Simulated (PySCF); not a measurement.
C₅H₅BO. Atoms are numbered in the order given.

```xyz
12

B     -0.0967     0.1929     0.0000
C     -0.1813     1.7253     0.0000
C     -0.2108     2.9423     0.0000
H     -0.2443     4.0162     0.0000
C      1.2824    -0.4937     0.0000
C      2.3816    -1.0180     0.0000
H      3.3549    -1.4736     0.0000
O     -1.2511    -0.5068     0.0000
C     -1.3467    -1.9190     0.0000
H     -1.9066    -2.2371     0.8932
H     -1.9066    -2.2371    -0.8932
H     -0.3559    -2.3994     0.0000
```

The structure is a stationary point at B3LYP-D3(BJ)/def2-SVP. One conformer was computed; it need not be the lowest.

The numbers are results of TDA-PBE/def2-SVPD (PySCF 2.14.0), not measurements.

Vertical excitations. Gas-phase values at a fixed geometry. State labels are in the subgroup Cs.

Computed excitation energies, oscillator strengths and character:
```tsv
state	symmetry	energy (eV)	λ (nm)	f	main pairs
S1	A"	4.24	293	0.000	HOMO→LUMO 100 %
S2	A"	4.74	262	0.000	HOMO−3→LUMO 100 %
S3	A'	5.03	246	0.122	HOMO−1→LUMO 75 %, HOMO→LUMO+1 16 %
S4	A'	5.35	232	0.097	HOMO−2→LUMO 77 %
S5	A"	5.37	231	0.001	HOMO−4→LUMO 100 %
S6	A"	6.08	204	0.000	HOMO−1→LUMO+1 99 %
S7	A"	6.30	197	0.000	HOMO−2→LUMO+1 99 %
S8	A'	6.44	193	0.165	HOMO−5→LUMO 43 %, HOMO→LUMO+1 23 %, HOMO−3→LUMO+1 16 %
S9	A'	6.46	192	0.078	HOMO−5→LUMO 43 %, HOMO→LUMO+1 28 %, HOMO−1→LUMO+2 12 %
S10	A'	6.77	183	0.073	HOMO−3→LUMO+1 48 %, HOMO−2→LUMO+2 19 %, HOMO→LUMO+4 9 %, HOMO→LUMO+1 8 %
T1	A'	3.96	313	0	HOMO−1→LUMO 93 %
T2	A"	4.00	310	0	HOMO→LUMO 98 %
T3	A'	4.15	299	0	HOMO−2→LUMO 93 %
T4	A"	4.49	276	0	HOMO−3→LUMO 97 %
```
Triplets are in the Tamm–Dancoff approximation.
